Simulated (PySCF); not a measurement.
PySCF input:

```python
from pyscf import gto, scf, mp, cc as ccmod

mol = gto.M(
    atom='''
    O    -1.43584932    0.23764025    0.24271083
    Si   -0.01479057   -0.17249850   -0.24749786
    O     1.46173281    0.06423212    0.19041042
    ''',
    basis='cc-pvdz',
    charge=-1,
    spin=1,
    verbose=4,
)

mf = scf.UHF(mol)
mf.conv_tol = 1e-10
mf.max_cycle = 100
mf.kernel()
mo, _, stable, _ = mf.stability(return_status=True)
if not stable:
    mf.kernel(mf.make_rdm1(mo, mf.mo_occ))
mp2 = mp.MP2(mf, frozen=7).run()
cc = ccmod.CCSD(mf, frozen=7)
cc.max_cycle = 100
cc.kernel()
et = cc.ccsd_t()
print(f'E(CCSD(T)) = {cc.e_tot + et:.9f}')
```

**Question.** What final total energy does it print?

**Answer.** -439.14992 Eh (CCSD(T)/cc-pVDZ).
